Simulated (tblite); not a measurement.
Problem. Write Cartesian coordinates for `[CH2]C(=S)[SiH2]N` [radical] as optimised with GFN2-xTB. (Doublet state.)

Solution. 
```xyz
11
C2H6NSSi angstrom
C      1.624   -0.594   -0.491
C      1.085    0.365    0.265
S      1.992    1.468    1.204
Si    -0.790    0.700    0.392
N     -1.544   -0.611   -0.427
H      1.004   -1.250   -1.076
H      2.691   -0.741   -0.551
H     -1.108    1.905   -0.369
H     -1.102    0.857    1.818
H     -1.321   -1.557   -0.159
H     -2.526   -0.540   -0.632
```

Orientation and origin are arbitrary. Atoms count from 1 in this order. N5 (nitrogen bonded to Si and 2 H) is pyramidal (angles 119.4°, 118.1° and 109.7°, sum 347.2°, 0.25 Å off the plane of its three neighbours). Of the pairs four or more bonds apart, N5···H6 is among the closest relative to their van der Waals radii: 2.71 Å, 98 % of the sum of Bondi's values. C2 (carbon bonded to C, S and Si) is planar (angles 124.1°, 124.1° and 111.8°, sum 360.0°, 0.01 Å off the plane of its three neighbours). C1 (carbon bonded to C and 2 H) is planar (angles 122.0°, 120.9° and 117.2°, sum 360.0°, 0.00 Å off the plane of its three neighbours).

Bonds between heavy atoms (Å): C1–C2 1.335, C2=S3 1.709, C2–Si4 1.909, Si4–N5 1.720.

The geometry is computed with GFN2-xTB (gas phase). This method treats the open shell by occupation alone, without spin polarisation.

Its GFN2-xTB frequencies are all real (lowest 41 cm⁻¹). Torsions: H–C1–C2–S3 -179° and 1°, C1–C2–Si4–N5 9°, C2–Si4–N5–H 54° and -168°.

One conformer stands for the species.
